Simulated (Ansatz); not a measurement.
Basis-set extrapolation for `C1C[SiH2][SiH2]C1` (PBE0-D4/def2-TZVP geometry, frozen core, Ansatz 0.2.0). Multiplicity 1, RHF reference.

|  | def2-TZVPP | def2-QZVPP |
| --- | --- | --- |
| HF | -697.353402 | -697.376476 |
| MP2 correlation | -0.769797 | -0.820198 |
| CCSD(T) correlation | -0.870937 | not run |

Energies in hartree. Use E(X) = E(∞) + A·exp(−7.88·√X) for Hartree–Fock and E(X) = E(∞) + B·X^(−2.97) for correlation, with X = 3 and 4, and add CCSD(T) minus MP2 of the smaller set to the MP2 limit.

Problem. What is the CCSD(T) energy at the basis-set limit?

Solution. HF limit: -697.376476 + (-0.023074) × 0.13774 = -697.37965. MP2 limit: -0.820198 + (-0.050401) × 0.74074 = -0.85753. Higher-order term: -0.870937 − (-0.769797) = -0.10114. Total: -698.33832 hartree, 299.3 kJ/mol below CCSD(T)/def2-TZVPP.
